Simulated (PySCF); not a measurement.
Gas-phase reaction: GeHCl3 + 2 OH → GeH2Cl2 + HCl + 2 O

Energies from PySCF, thermal terms from the rigid-rotor harmonic-oscillator model, ideal gas at 1 bar. † marks an energy on the PBE0/def2-TZVP geometry and frequencies; other levels use their own. CCSD(T) freezes the core. 6-31G* has spherical d functions here. Open shells (unrestricted): OH (multiplicity 2, electronic degeneracy 4), O (multiplicity 3, electronic degeneracy 9); the rest are closed-shell singlets. Spin-orbit splitting is ignored; it lowers the true energy and changes the entropy of OH, O. Ge: all electrons, no relativistic terms. CCSD(T) isn't extrapolated to the basis-set limit; its ΔH°(298 K) is 405.2 kJ in def2-SVP and 450.7 kJ in def2-TZVPP. The harmonic model lacks anharmonicity and excited electronic states, which grow with temperature; levels with a mode under 35 cm⁻¹ are left out.

```json
[
 {"level": "CCSD(T)/def2-SVP†", "ΔE electronic, kJ": "415", "ΔH°(298 K), kJ": "405", "ΔS°(298 K), J/K": "113", "ΔG°(1000 K), kJ": "291"},
 {"level": "CCSD(T)/def2-TZVPP†", "ΔE electronic, kJ": "460", "ΔH°(298 K), kJ": "451", "ΔS°(298 K), J/K": "113", "ΔG°(1000 K), kJ": "337"},
 {"level": "HF/6-31G*", "ΔE electronic, kJ": "219", "ΔH°(298 K), kJ": "209", "ΔS°(298 K), J/K": "115", "ΔG°(1000 K), kJ": "94"},
 {"level": "PBE/def2-TZVP†", "ΔE electronic, kJ": "519", "ΔH°(298 K), kJ": "509", "ΔS°(298 K), J/K": "113", "ΔG°(1000 K), kJ": "395"},
 {"level": "PBE0/def2-QZVP†", "ΔE electronic, kJ": "490", "ΔH°(298 K), kJ": "480", "ΔS°(298 K), J/K": "113", "ΔG°(1000 K), kJ": "366"},
 {"level": "PBE0/def2-SVP†", "ΔE electronic, kJ": "470", "ΔH°(298 K), kJ": "461", "ΔS°(298 K), J/K": "113", "ΔG°(1000 K), kJ": "346"},
 {"level": "PBE0/def2-TZVP", "ΔE electronic, kJ": "483", "ΔH°(298 K), kJ": "474", "ΔS°(298 K), J/K": "113", "ΔG°(1000 K), kJ": "360"},
 {"level": "LDA/def2-TZVP†", "ΔE electronic, kJ": "600", "ΔH°(298 K), kJ": "591", "ΔS°(298 K), J/K": "113", "ΔG°(1000 K), kJ": "477"},
 {"level": "ωB97X-V/def2-TZVP†", "ΔE electronic, kJ": "486", "ΔH°(298 K), kJ": "476", "ΔS°(298 K), J/K": "113", "ΔG°(1000 K), kJ": "362"}
]
```
ΔH° is lowest at HF/6-31G* and highest at LDA/def2-TZVP†. No reference value is set beside these.
